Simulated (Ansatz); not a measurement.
A series at Ti: from `[F][Ti]([Cl])([Cl])[Cl]`, ligands are replaced one by one, each step taking up H–F and setting free HCl; n counts the steps. Ansatz, PBE0-D4/def2-TZVP geometries.

```csv
n,molecule,"zero-point energy, PBE0-D4/def2-TZVP (kJ/mol)"
0,`[F][Ti]([Cl])([Cl])[Cl]`,17.8
1,`[F][Ti]([F])([Cl])[Cl]`,20.3
2,`[F][Ti]([F])([F])[Cl]`,?
3,`[F][Ti]([F])([F])[F]`,25.2
```

**Question.** By hand: fit a straight line y = ȳ + b (n − n̄) to the 3 given rows and predict n = 2.

**Answer.** n̄ = 1.333, ȳ = 21.10; Σ(n − n̄)(y − ȳ) = 11.50, Σ(n − n̄)² = 4.667, so b = 2.46 kJ/mol a step. Prediction: 21.10 + (2.46) × (0.667) = 22.7 kJ/mol.

**Question.** By hand: compare with the computed value, 22.8 kJ/mol, and give the steps along the whole series.

**Answer.** The line misses by 0.1 kJ/mol (computed minus predicted). Steps: 2.5, 2.5, 2.4 kJ/mol.

The steps differ by at most 0.1 kJ/mol, 4.1 % of a mean step, so the ligands' effects nearly add and a line is close. The miss is 1.4 % of the series' range.
